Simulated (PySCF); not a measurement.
C4H12O4Si (SMILES CO[Si](OC)(OC)OC), singlet, at a GFN2-xTB geometry; PBE0/STO-3G in PySCF.

PySCF was given this input:
```python
from pyscf import gto, scf, dft

mol = gto.Mole()
mol.atom = '''
    C     0.011328   -2.168322   -1.643392
    O    -0.159478   -0.793302   -1.408744
    Si    0.000000    0.000000   -0.000000
    O    -0.540591    1.506810   -0.276778
    C    -1.720049    1.887156   -0.939446
    O    -0.805548   -0.883985    1.099538
    C    -0.823357   -0.710385    2.493977
    O     1.505617    0.170477    0.585984
    C     2.532077    0.991551    0.088861
    H    -0.595013   -2.752206   -0.950401
    H     1.058934   -2.451277   -1.520701
    H    -0.303515   -2.366037   -2.668592
    H    -1.693490    2.971033   -1.056736
    H    -2.597436    1.603212   -0.354499
    H    -1.779200    1.409880   -1.917974
    H     0.192878   -0.675928    2.887535
    H    -1.336130    0.216752    2.758697
    H    -1.357888   -1.559236    2.921740
    H     2.874632    0.631313   -0.883497
    H     2.181335    2.018254   -0.019160
    H     3.354894    0.954240    0.803588
'''
mol.basis = 'sto-3g'
mol.charge = 0
mol.spin = 0
mol.verbose = 4
mol.build()

mf = dft.RKS(mol)
mf.xc = 'pbe0'
mf.grids.prune = dft.gen_grid.treutler_prune
mf.kernel()
```

### Question
Predict the main parts of the log of this PySCF run.

### Answer

```
PySCF version 2.14.0

[INPUT] verbose = 4
[INPUT] num. atoms = 21
[INPUT] num. electrons = 82
[INPUT] charge = 0
[INPUT] spin (= nelec alpha-beta = 2S) = 0
[INPUT] symmetry False subgroup None
[INPUT] Mole.unit = angstrom
[INPUT] Symbol           X                Y                Z      unit          X                Y                Z       unit  Magmom
[...]
nuclear repulsion = 632.990905445948
number of shells = 41
number of NR pGTOs = 183
number of NR cGTOs = 61
basis = sto-3g
ecp = {}

******** <class 'pyscf.dft.rks.RKS'> ********
method = RKS
initial guess = minao
damping factor = 0
level_shift factor = 0
DIIS = <class 'pyscf.scf.diis.CDIIS'>
diis_start_cycle = 1
diis_space = 8
diis_damp = 0
SCF conv_tol = 1e-09
SCF conv_tol_grad = None
SCF max_cycles = 50
direct_scf = True
direct_scf_tol = 1e-13
XC library pyscf.dft.libxc version 7.1.2
    S. Lehtola, C. Steigemann, M. J. T. Oliveira, and M. A. L. Marques,  SoftwareX 7, 1–5 (2018)
XC functionals = pbe0
    C. Adamo and V. Barone,  J. Chem. Phys. 110, 6158 (1999)
    M. Ernzerhof and G. E. Scuseria,  J. Chem. Phys. 110, 5029 (1999)
radial grids:
    Treutler-Ahlrichs [JCP 102, 346 (1995); DOI:10.1063/1.469408] (M4) radial grids

becke partition: Becke, JCP 88, 2547 (1988); DOI:10.1063/1.454033
pruning grids: <function treutler_prune>
grids dens level: 3
symmetrized grids: False
atomic radii adjust function: <function treutler_atomic_radii_adjust>
small_rho_cutoff = 0
Set gradient conv threshold to 3.16228e-05
Initial guess from minao.
tot grids = 216520
init E= -741.311964685624
[...]
cycle= 1 E= -739.79669000728  delta_E= 1.52  |g|= 0.908  |ddm|= 5.62
[...]
cycle= 2 E= -739.898019702765  delta_E= -0.101  |g|= 0.771  |ddm|= 2.45
[...]
cycle= 3 E= -740.082307227519  delta_E= -0.184  |g|= 0.0388  |ddm|= 1.11
[...]
cycle= 4 E= -740.082720290912  delta_E= -0.000413  |g|= 0.0157  |ddm|= 0.0728
[...]
cycle= 5 E= -740.082797036326  delta_E= -7.67e-05  |g|= 0.000474  |ddm|= 0.021
[...]
cycle= 6 E= -740.082797137649  delta_E= -1.01e-07  |g|= 0.000113  |ddm|= 0.00119
[...]
cycle= 7 E= -740.082797143135  delta_E= -5.49e-09  |g|= 8.81e-06  |ddm|= 0.000246
[...]
cycle= 8 E= -740.082797143166  delta_E= -3.14e-11  |g|= 9.95e-07  |ddm|= 1.68e-05
[...]
Extra cycle  E= -740.082797143165  delta_E= 1.36e-12  |g|= 8.16e-07  |ddm|= 2.85e-06
converged SCF energy = -740.082797143165
```
